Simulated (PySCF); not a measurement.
Compound: FGeH5OSi.
Bonds: F1–Ge2, Ge2–O3, O3–Si4. Hydrogens: H5, H6 on Ge2; H7, H8, H9 on Si4.

Level of theory: MP2 and CCSD/aug-cc-pVDZ in PySCF, restricted Hartree–Fock reference, 16 core orbitals frozen, non-relativistic, gas phase, PBE0-D3(BJ)/def2-SVP geometry.

E(HF) = -2541.59810 Eh.

(1) How large is the problem?

(2) What are the MP2 and CCSD correlation energies?

(3) What is the T1 diagnostic?

(4) How does correlation change the dipole moment?

## Answers

(1) 154 basis functions and 68 electrons; 16 orbitals frozen, which leaves o = 18 correlated occupied and v = 120 virtual orbitals. That is o·v = 2160 singles and o·v(o·v + 1)/2 = 2333880 distinct closed-shell doubles amplitudes before symmetry; the costliest CCSD step grows as o²v⁴ = 6.7 × 10^10.

(2) MP2 -0.6404 Eh and CCSD -0.6791 Eh, which gives totals of -2542.23853 and -2542.27716 Eh. That is 0.513 eV for each correlated electron at CCSD (1783 kJ/mol in all, 0.027 % of the total energy); MP2 gives 94.3 % of the CCSD value.

(3) 0.0124, below the customary warning level of 0.02. It is the norm of the spatial-orbital singles amplitudes over the root of the number of correlated electrons, so the norm is 0.074.

(4) HF gives 1.94 D and CCSD (unrelaxed density) 1.78 D, a change of -0.16 D.

Connected triples and the basis-set limit are missing.

The job also held the EOM ionisation roots. The run took 2.5 min on an AMD EPYC 9R45 with one thread, shared host with 96 logical CPUs at a one-minute load of 103, and the process peaked at 2.7 GiB of memory.

The values belong to the conformer `[F:1][GeH2:2][O:3][SiH3:4]`: F1–Ge2–O3–Si4 44°.
